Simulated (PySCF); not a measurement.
**Excitation energy of Ar²⁺ by level of theory**

Ar²⁺ [Ne] 3s2 3p4 (3P) → Ar²⁺ [Ne] 3s1 3p4 4s1 (5P), as a difference of total energies. Computed with PySCF 2.14 in dyall-av3z, with no relativity, point nucleus. Correlated levels: valence: [Ne] frozen; virtual orbitals above 40 to 60 times the deepest correlated orbital energy dropped. The calculations carry no spin-orbit coupling.

| method | excitation energy (eV) |
| --- | --- |
| UHF | 36.068 |
| LDA | 36.222 |
| PBE | 36.089 |
| PBE0 | 36.438 |
| r2SCAN | 36.293 |
| TPSSh | 36.586 |
| HSE06 | 36.428 |
| LC-wPBE | 36.789 |
| PW91 | 36.119 |
| MP2 (valence) | 36.170 |
| SCS-MP2 (valence) | 36.378 |

Task: How much does correlation contribute at MP2 (valence)?

Result: 36.170 − (36.068) = 0.102 eV, measured against UHF.

A first-order spin-orbit estimate (lowest level to lowest level, LS coupling) adds -0.007 eV.

The promoted electron is Rydberg-like, and one or two diffuse shells describe it only roughly, which tends to raise the upper state.
